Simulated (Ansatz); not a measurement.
A CCSD(T) single point on CH5ISSi, SMILES `CS[SiH2]I`.

```yaml
crystal:
  periodic: [false, false, false]
  atoms:
    - {symbol: C, position_ang: [-0.069096, 1.256255, -0.884371]}
    - {symbol: S, position_ang: [1.251005, 0.044584, -0.592599]}
    - {symbol: Si, position_ang: [0.335794, -1.135639, 0.896490]}
    - {symbol: I, position_ang: [-1.695834, -2.251254, 0.098297]}
    - {symbol: H, position_ang: [0.306927, 1.949531, -1.635784]}
    - {symbol: H, position_ang: [-0.303106, 1.807891, 0.025733]}
    - {symbol: H, position_ang: [-0.963307, 0.763940, -1.265823]}
    - {symbol: H, position_ang: [1.321511, -2.167194, 1.287745]}
    - {symbol: H, position_ang: [-0.095294, -0.314313, 2.053211]}
basis:
  gaussian: {orbitals: def2-TZVPP}
correlation: {method: ccsd_t}
output: {orbitals: {seedname: orbitals}}
```

```sh
$ ansatz run in.yaml --threads 4 --pin off --events-out ev --progress --plain
```

Output of Ansatz, abridged:

```
Functional definition: HF
  name "HF"
  cite "Fock, Z. Phys. 61, 126 (1930) doi:10.1007/BF01340294"
  parent pbe
  exchange = exact_x
  correlation = 0
1531 factors; integrals over basis functions are off by at most 8.1e-4 eV
mean field evaluation 1: about -27862.7788 eV, gradient 2.2e1 eV
mean field evaluation 2: about -27863.0005 eV, gradient 2.2e1 eV
mean field evaluation 4: about -27864.6767 eV, gradient 3.9e0 eV
mean field evaluation 8: about -27864.7222 eV, gradient 2.5e-1 eV
mean field -27864.72256035 eV, -1024.0096667054 hartree, gradient 3.0e-6 eV, S^2 0.000000; 0 other end points of the search recorded, 0 dependent functions left out
15 core orbitals not correlated: weight in the atoms' cores, before any rotation towards them, 1.000 or more for the frozen orbitals, at most 0.000 for the correlated occupied ones
reference -27864.72256035 eV, -1024.0096667054 hartree; 18, 18 occupied and 202, 202 virtual orbitals, 1531 factors
second order -26.51974599 eV of doubles, -0.00000000 eV of singles
cycle   1  -26.11880650 eV  change    4.0e-1 eV  update   1.0e-1
cycle   2  -26.80705354 eV  change   -6.9e-1 eV  update   2.9e-2
cycle   3  -26.87764643 eV  change   -7.1e-2 eV  update   1.2e-2
cycle   4  -26.85900931 eV  change    1.9e-2 eV  update   2.8e-3
cycle   5  -26.86015599 eV  change   -1.1e-3 eV  update   1.4e-3
cycle   6  -26.86048182 eV  change   -3.3e-4 eV  update   3.8e-4
cycle   7  -26.86010282 eV  change    3.8e-4 eV  update   1.5e-4
cycle   8  -26.86012522 eV  change   -2.2e-5 eV  update   5.3e-5
cycle   9  -26.86015968 eV  change   -3.4e-5 eV  update   2.1e-5
perturbative correction -0.89548034 eV, -0.0329082955 hartree
Total energy: -27892.47820036 eV, -1025.0296676625 hartree
```

Run time 93 s (4 threads of a server CPU on a shared host); peak host memory 4.4 GiB.

MP2 recovers 95.5 % of the CCSD(T) correlation energy and the triples give 3.2 %; T1 = 0.0094.
